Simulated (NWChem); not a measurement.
**Correlation energy of HB**

```
B
H 1 1.2523
```
Charge 0, spin multiplicity 1.

The numbers come from NWChem runs, not from measurements. All single points use one geometry, from PBE0/def2-SVP, a minimum by its harmonic frequencies.

Basis set: 6-31G*. Each correlation energy counts from its own Hartree-Fock reference.

```
method        correlation energy (mHa)  difference from CCSD(T)
------------  ------------------------  -----------------------
MP2                              -53.2                    +26.6
SCS-MP2                          -61.1                    +18.8
CR-CCSD[T]                       -79.7                     +0.1
CR-CCSD(T)                       -79.7                     +0.1
CCSD                             -78.5                     +1.3
CCSD+T(CCSD)                     -79.9                      0.0
CCSD(T)                          -79.8                      0.0
CCSDT                            -80.2                     -0.4
```

The values span 27.0 mHa, from CCSDT (lowest) to MP2 (highest). 

The correlated methods keep 1 core orbital frozen. The Pople sets run with spherical d functions. The structure started from a generated list of species. Coupled-cluster values serve here as a point of comparison, not as the truth.
